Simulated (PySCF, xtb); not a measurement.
C2H8N2Si, SMILES [SiH](C=C)(N)N.

GFN2-xTB in xtb 6.7.1 at its own geometry gives an orbital gap of 4.14 eV and a dipole moment of 1.63 D.

Geometry optimised at r2SCAN-D4/def2-SVP. Other conformers were not sampled.

Question: What does B3LYP/def2-TZVP in PySCF give? (An estimate is asked for; the answer gives what the named calculation found.)

Answer: gap 6.27 eV (levels -6.80 and -0.53 eV), dipole 1.51 D.
